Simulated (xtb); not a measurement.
GaI2, doublet, geometry from GFN2-xTB (such geometries of metal compounds can be far from the true shape) (the spin is typed, not shown lowest). Base run: GFN2-xTB run with xtb.

Here is a job for xtb.
```
$ xtb mol.xyz --gfn 2 --uhf 1 --json

# file mol.xyz
3

Ga     0.90663725     0.40883641     0.27186944
I     -0.58581008     1.56596400    -1.54485264
I      0.05551282    -1.80509473     1.38583466
```

Variants of this job, named by their change:

```
change           ΔE vs base (kcal/mol)  dipole (D)  G_solv (kcal/mol)  SCF cycles
---------------  ---------------------  ----------  -----------------  ----------
base                             0.000        5.24                  -          13
file = coord                     0.000        5.24                  -          13
etemp = 1000                    -0.004        5.23                  -          13
alpb = acetone                  -10.70        5.28             -10.73          13
acc = 0.1                        0.000        5.24                  -          15
alpb = methanol                  -8.63        5.27              -8.65          13
alpb = ch2cl2                    -8.90        5.30              -8.97          13
```

ALPB and GBSA are two models with their own fitted parameters for each solvent, which aren't always the measured dielectric constant.
